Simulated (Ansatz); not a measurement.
This geometry of CH3ClMgO + H2 (9 atoms, charge 0, multiplicity 1) is a first-order saddle point.

The calculation used Ansatz, RHF/def2-SVPD.

```xyz
9
Properties=species:S:1:pos:R:3
Mg -0.911 0.107 1.520
O 0.079 -0.061 -0.076
C 0.447 0.088 -1.410
Cl -2.747 0.782 2.585
H 0.727 -0.543 0.856
H 0.775 -0.760 1.861
H 0.741 -0.871 -1.839
H 1.282 0.783 -1.509
H -0.392 0.477 -1.988
```

(1) Which two structures does it join? (They come from a converged band through this point; their orientation in space is the band's.)

(2) How far does it lie above each of them?

Answers

(1) Bonds broken: H5–H6. Bonds formed: Mg1–H6, O2–H5. CH3ClMgO + H2 becomes CH5ClMgO.

Initial state:

```xyz
9
Properties=species:S:1:pos:R:3
Mg -1.016 0.306 1.077
O -0.157 0.206 -0.458
C 0.393 0.203 -1.712
Cl -2.338 0.610 2.842
H 0.905 -0.979 1.918
H 0.545 -0.948 2.577
H 0.880 -0.753 -1.934
H 1.150 0.987 -1.822
H -0.362 0.370 -2.488
```

Final state:

```xyz
9
Properties=species:S:1:pos:R:3
Mg -0.630 -0.123 1.761
O 0.534 -0.266 0.071
C 0.287 0.152 -1.268
Cl -2.499 0.937 1.012
H 1.394 -0.640 0.176
H 0.271 -0.835 3.035
H 0.373 -0.697 -1.942
H 0.993 0.929 -1.551
H -0.723 0.543 -1.294
```

(2) 94.2 kJ/mol above the first and 108.6 kJ/mol above the second. This is the barrier of this one path; another mechanism may lie lower. The orbitals stay closed-shell, which can raise the energy where a bond breaks towards radicals; this wasn't checked here.

The run took 2.2 min on 2 threads of Arm Neoverse V2 (shared host), peak memory 0.28 GiB.
